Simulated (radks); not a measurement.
Values are calculated unless marked as measured or tabulated.
Initial-state core-level shifts of neutral iron when its valence configuration changes from [Ar] 3d6 4s2. Code: a radial shooting solver on a logarithmic mesh with Libxc functionals. Model: scalar-relativistic Kohn-Sham, PBE, spin-polarised, spherical densities, point nucleus; open shells are filled with parallel spins first. Shifts are changes of the shell-averaged eigenvalues in eV (positive: less bound).

| valence | 1s | 2s | 2p | 3s |
|---|---|---|---|---|
| 3d6 4s1 4p1 | -1.351 | -1.320 | -1.320 | -1.334 |
| 3d6.5 4s1.5 | +2.329 | +2.614 | +2.588 | +2.358 |
| 3d5 4s2 4p1 | -7.299 | -8.042 | -7.973 | -7.091 |
| 3d4 4s2 4p2 | -16.444 | -18.315 | -18.148 | -15.580 |
| 3d6 4p2 | -2.854 | -2.726 | -2.730 | -2.837 |
| 3d8 | +6.410 | +7.302 | +7.215 | +6.702 |
| 3d7.5 4s0.5 | +5.567 | +6.290 | +6.220 | +5.759 |
| 3d6 4s0.5 4p1.5 | -2.118 | -2.038 | -2.040 | -2.101 |
| 3d6 4s1.5 4p0.5 | -0.764 | -0.743 | -0.744 | -0.751 |
